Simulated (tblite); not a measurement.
`C[SiH2]/N=C(/C)C#N`. The geometry is computed with GFN2-xTB (gas phase).

```
atom  x, y, z in Å
C1    -2.5354    0.6249   -0.2897
Si2   -1.2924   -0.7709   -0.6092
N3     0.2457   -0.0036   -0.5014
C4     1.2598   -0.1159    0.2334
C5     2.4804    0.7310    0.0457
C6     1.3412   -1.0609    1.3099
N7     1.3719   -1.8234    2.1653
H8    -2.3417    1.4777   -0.9324
H9    -2.5009    0.9689    0.7400
H10   -3.5438    0.2782   -0.4902
H11   -1.5500   -1.8944    0.2988
H12   -1.2968   -1.2041   -2.0074
H13    2.3218    1.4243   -0.7754
H14    3.3386    0.0948   -0.1702
H15    2.6972    1.2813    0.9608
```

Task: Work out the bond lengths C1–H8, N3=C4, C5–H13, C5–H14, C5–H15, C6≡N7 in Å.

Result: For C1–H8 the difference vector is (0.1937, 0.8528, -0.6427) Å, of length 1.0853 Å. C1–H8 1.085; N3=C4 1.257; C5–H13 1.086; C5–H14 1.090; C5–H15 1.090; C6≡N7 1.146 Å.

Task: Where is the centre of mass (commonest isotopes), and what is the radius of gyration?

Result: Mass 112.046 u; centre at (0.126, -0.380, 0.174) Å; Rg = √(Σ m r²/M) = 2.125 Å. As Ia + Ib + Ic = 2 Σ m r², the three principal moments sum to 1012.0 u·Å².

Task: What is the repulsion energy of the bare nuclei, Σ ZA·ZB/RAB?

Result: 329.14 Eh over 105 pairs, with full nuclear charges and distances in bohr; the largest single term is 30.11 Eh (Si2 with N3).

Task: How far apart are these pairs, which share no bond: C1···N7, C6···H11, C6···H15, N7···H9, H9···H10?

Result: C1···N7 5.224 Å (5 bonds apart); C6···H11 3.174 Å (4 bonds apart); C6···H15 2.729 Å (3 bonds apart); N7···H9 4.983 Å (6 bonds apart); H9···H10 1.754 Å (2 bonds apart).

Task: What are the angles H9–C1–H10, H11–Si2–H12, C4–C5–H13, H13–C5–H15?

Result: From the scalar product of the two bond vectors; for H9–C1–H10 it is -0.3605 Å² over 1.0862 × 1.0850 Å², cos θ = -0.3059. H9–C1–H10 107.8°; H11–Si2–H12 111.3°; C4–C5–H13 109.7°; H13–C5–H15 110.0°.

Task: Write the matrix of distances between heavy atoms (Å, lower triangle).

Result: 
```
C1    0.000
Si2   1.896  0.000
N3    2.859  1.722  0.000
C4    3.902  2.766  1.257  0.000
C5    5.028  4.113  2.415  1.497  0.000
C6    4.520  3.272  2.366  1.435  2.471  0.000
N7    5.224  3.988  3.419  2.581  3.499  1.146  0.000
```

Its GFN2-xTB frequencies are all real (lowest 42 cm⁻¹). The numbers are those of one conformer. 3 starts were optimised and ended at 0.00, 0.83 and 1.48 kcal/mol (GFN2-xTB); the lowest of these is shown.

Hardware: one thread of an Intel Xeon 6975P-C (shared host). Cost: 0.7 s. This is the geometry optimisation.
